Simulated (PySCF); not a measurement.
Electronic structure of Sc⁺ (scandium, charge +1) at the UHF level

Configuration: [Ar] 3d1 4s1, high-spin 3D determinant. Calculation: PySCF 2.14, in ANO-RCC-VTZP (6s5p3d2f1g, 59 functions); scalar relativity by spin-free X2C-1e.

* Total energy: -763.087189 hartree
* One-electron energy: -1039.6384 hartree
* Hartree (Coulomb) energy: 314.7868 hartree
* Exchange energy: -38.2356 hartree
* ⟨S²⟩: 2.0021
* ⟨L²⟩: 6.024
* Sum of ⟨r⟩: 16.95 bohr
* Sum of ⟨r²⟩: 30.35 bohr²
* Traceless quadrupole moment −½Σ⟨3z² − r²⟩ along its main axis: 0.720 e·bohr²
* Langevin diamagnetic susceptibility: -24.0 ×10⁻⁶ cm³/mol

```tsv
shell	electrons	mean orbital energy (eV)	spread (eV)	rms radius, mean of both spins (bohr)
1s α	1	-4546.4	0	0.0844
1s β	1	-4546.4	0	0.0844
2s α	1	-531.29	0	0.370
2s β	1	-530.84	0	0.370
2p α	3	-433.96	0.063	0.340
2p β	3	-433.59	0.465	0.340
3s α	1	-78.247	0	1.15
3s β	1	-76.419	0	1.15
3p α	3	-50.742	1.095	1.27
3p β	3	-48.714	1.536	1.27
3d α	1	-16.364	0	1.86
4s α	1	-12.303	0	3.69
```

Densities and radii are taken from the X2C orbitals without a picture-change correction, which distorts them close to the nucleus.

Spin-orbit constants ζ (cm⁻¹) from the X2C one-electron operator on these orbitals: bare nucleus, nucleus screened by l(l+1)(2l+1)/3 electrons, and screened by the Breit-Pauli mean field of the electrons.

```
shell   bare  screened nucleus  mean field
   2p  26910             24350         n/a
   3p   2770              2506         n/a
   3d  171.6             89.89         n/a
```

To first order the Landé constant is A = 44.95 cm⁻¹, so the lowest level has J = 1 and lies 0.0167 eV below the centre of the term. This holds in LS coupling only.
